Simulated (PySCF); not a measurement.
[Pm(NH2)2]+: from a saddle point downhill

PySCF 2.14.0, RKS PBE0, Pm lcecp-1-SVP with ECP50, N def2-SVP, H def2-SVP; non-relativistic Hamiltonian with scalar-relativistic core potentials where named; density fitting; no spin-orbit coupling. Relaxed within the symmetry of its start, the geometry (C2v) is

```xyz
7

Pm    0.0000    0.0000   -0.2350
N     1.7530    0.0000    1.0031
H     2.1571   -0.8109    1.4800
H     2.1571    0.8109    1.4800
N    -1.7530    0.0000    1.0031
H    -2.1571    0.8109    1.4800
H    -2.1571   -0.8109    1.4800
```

and its lowest harmonic modes are -407, -398, 150, 336, 362, 527 cm⁻¹ (negative: unstable). It was moved along the lowest mode and relaxed again, within the group Cs that the move left.

Problem. Where does it end, and how much lower?

Solution. In C2v, 0.532 eV lower, after 17 steps:
```xyz
7

Pm    0.0000   -0.7767    0.0129
N     1.6931   -0.0307    1.0636
H     2.6912   -0.1573    0.8790
H     1.6335    0.5626    1.8964
N    -1.6931   -0.0307    1.0636
H    -1.6335    0.5626    1.8964
H    -2.6912   -0.1573    0.8790
```

Problem. How do the contacts change?

Solution. 
```tsv
contact	saddle (Å)	end (Å)
Pm1–N2 (NH2)	2.146	2.128
Pm1–N5 (NH2)	2.146	2.128
```


Problem. Is the end a minimum?

Solution. Yes; lowest modes 129, 247, 262, 361, 436, 594 cm⁻¹.

An lcecp potential fixes the number of 4f electrons, so in runs with it no electron can move into or out of that shell.

State: singlet in the valence, with the 4f electrons in the core potential.
